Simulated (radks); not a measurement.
Task: Species: Gd LXI. Configuration: 1s1 2s2 3s1 (not the ground configuration). Calculated with a radial shooting solver on a logarithmic mesh with Libxc functionals: Dirac Kohn-Sham, exchange-only B88, spin-unpolarised, spherical densities, finite nucleus; Fermi nuclear charge, rms radius 5.1569 fm. Some entries of the table are withheld. Estimate them.

orbital  occ.  eigenvalue (eV)  <r> (bohr)
1s1/2       1        -57619.79     0.02170
2s1/2       2        -14103.96         (1)
3s1/2       1              (2)      0.2032

Result: 
(1) 2s1/2 <r> (bohr): 0.08732
(2) 3s1/2 eigenvalue (eV): -6043.629
